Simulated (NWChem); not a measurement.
System: SiCl3F; SMILES F[Si](Cl)(Cl)Cl

All runs: NWChem. Geometry: optimised at PBE-D3(BJ)/def2-SVP. Level: B3LYP/def2-SVP with SMD (1 M gas to 1 M solution), gas-phase geometry. Reactions with the solvent are ignored.

### Question
Order these by “solvation free energy (kcal/mol)”, lowest first: water; benzene; anisole.

### Answer
benzene (-3.4), anisole (-2.8), water (1.2)
